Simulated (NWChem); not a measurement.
# dimethoxyethane (C4H10O2); SMILES COCCOC

```xyz
16

C     -2.7166    -0.1497     0.4697
O     -1.4135     0.3221     0.3515
C     -0.7105    -0.2497    -0.7080
C      0.7105     0.2497    -0.7080
O      1.4135    -0.3221     0.3515
C      2.7166     0.1497     0.4697
H     -3.3207     0.0555    -0.4381
H     -3.1873     0.3615     1.3215
H     -2.7499    -1.2422     0.6555
H     -1.1818     0.0058    -1.6814
H     -0.6999    -1.3567    -0.6297
H      1.1818    -0.0058    -1.6814
H      0.6999     1.3567    -0.6297
H      3.3207    -0.0555    -0.4381
H      2.7499     1.2422     0.6555
H      3.1873    -0.3615     1.3215
```
Atoms are numbered in this order, from 1.

Program: NWChem. Pople sets run with spherical d functions. The geometry was optimised at PBE0/def2-SVP. COSMO at PBE0/6-31G*, default radii, gas-phase geometry; f = (ε − 1)/ε scales the surface charges.

```
row            f  electrostatic solvation energy (kcal/mol)
--------  ------  -----------------------------------------
ε = 4.8   0.7917                                      -4.35
ε = 11.7  0.9145                                   withheld
ε = 20.7  0.9517                                      -5.38
ε = 25.0  0.9600                                      -5.44
ε = 37.5  0.9733                                      -5.53
```

Task: Fit a straight line of the last column on the one before it, predict the withheld value, and compare with the run.

Result: 
1. Means of the 4 shown rows: x = 0.91917, y = -5.175. Slope Σ(x − x̄)(y − ȳ)/Σ(x − x̄)² = -0.1419/0.02190 = -6.477; intercept 0.778.
2. The shown rows scatter about the line by 0.004 (root mean square); the largest residual is +0.01, at ε = 20.7.
3. At x = 0.9145 (ε = 11.7; inside the shown range) the line gives -5.15.
4. The run gives -5.14, +0.01 from the line.
